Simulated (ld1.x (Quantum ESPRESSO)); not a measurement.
## Configuration tests for Zn (PAW)

```
Element                 : zinc
Generator               : ld1.x (Quantum ESPRESSO) 7.5
Type                    : PAW
Functional              : LDA (PZ)
Relativity              : scalar-relativistic
Frozen core             : [Ar]
Valence charge          : 12
Reference configuration : 3d10 4s1 4p1
Partial waves           : 4s (bound): rcut 1.40, rcutus 1.80 bohr; 4s channel at 2.25 Ry: rcut 1.40, rcutus 1.80 bohr; 4p (bound): rcut 2.20, rcutus 2.60 bohr; 4p channel at 2.05 Ry: rcut 2.20, rcutus 2.60 bohr; 3d (bound): rcut 0.80, rcutus 1.00 bohr; 3d channel at 0.2 Ry: rcut 0.80, rcutus 1.00 bohr
Local potential         : all-electron potential smoothed inside 1.50 bohr (lloc = -1)
Core correction         : a·sin(br)/r model core, default radius (core density twice the valence density)
Augmentation charge     : GAUSS, radius 0.55 bohr
```

Energies are relative to the spin-unpolarised reference configuration 3d10 4s1 4p1; without spin polarisation the order of configurations can differ from experiment. Spin-polarised rows fill each open shell by Hund’s rule, majority spin first.

Question: Give the all-electron excitation energy and the error of the potential for: 3d10 4s2 4p0; 3d10 4s1 4p0; 3d10 4s0 4p0; 3d9 4s2 4p1; 3d9 4s2 4p0; 3d10 4s1.5 4p0; 3d10 4s0 4p1; 3d10 4s1 4p1 (spin-polarised); 3d10 4s1 4p0 (spin-polarised).

Answer:

| valence configuration | charge | ΔE all-electron (eV) | error AE − PS (meV) |
| --- | --- | --- | --- |
| 3d10 4s2 4p0 | 0 | -5.184 | -0.1 |
| 3d10 4s1 4p0 | +1 | 5.006 | +2.9 |
| 3d10 4s0 4p0 | +2 | 23.775 | +6.4 |
| 3d9 4s2 4p1 | 0 | 7.171 | -98 |
| 3d9 4s2 4p0 | +1 | 13.022 | -125 |
| 3d10 4s1.5 4p0 | +0.5 | -1.106 | +1.3 |
| 3d10 4s0 4p1 | +1 | 11.430 | -2.9 |
| 3d10 4s1 4p1 (spin-polarised) | 0 | -0.620 | 0.0 |
| 3d10 4s1 4p0 (spin-polarised) | +1 | 4.758 | +2.7 |

Levels in the configuration 3d9 4s2 4p0:

```json
{"level": "3d", "all-electron (eV)": "-26.635", "pseudo (eV)": "-26.911"}
{"level": "4s", "all-electron (eV)": "-16.206", "pseudo (eV)": "-16.215"}
```
